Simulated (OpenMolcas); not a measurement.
**How basis sets differ on C2H6Cd (dimethylcadmium)**

C2H6Cd: 9 atoms, total charge 0, spin state singlet. As SMILES, `[CH3][Cd][CH3]`. The shape is that of a PBE0-D4/def2-TZVP optimisation.

Each level gives the HOMO–LUMO gap (eV). The values are calculated.

| level | kind | program | value (eV) | CPU time |
| --- | --- | --- | --- | --- |
| HF/ANO-R0 (sfX2C) | Hartree–Fock | OpenMolcas | 13.64 | 3.2 s |
| HF/ANO-RCC-MB (DKH2) | Hartree–Fock | OpenMolcas | 12.63 | 8.4 s |
| HF/STO-3G | Hartree–Fock | OpenMolcas | 16.25 | 3.1 s |
| HF/3-21G | Hartree–Fock | OpenMolcas | 10.90 | 4.1 s |
| HF/def2-SVP (core potential) | Hartree–Fock | OpenMolcas | 11.53 | 8.3 s |
| HF/ANO-R1 (sfX2C, RICD fitting) | Hartree–Fock | OpenMolcas | 12.22 | 11 s |

All-electron rows without a relativistic Hamiltonian named are non-relativistic, while core potentials hold scalar relativity, so basis and relativity change together. The values span 10.90 to 16.25 eV. A Hartree–Fock LUMO above zero doesn't converge with the basis: it sinks as sets grow more diffuse. Orbital gaps aren't excitation energies. CPU times are rough (shared hosts, several kinds of processor and program).
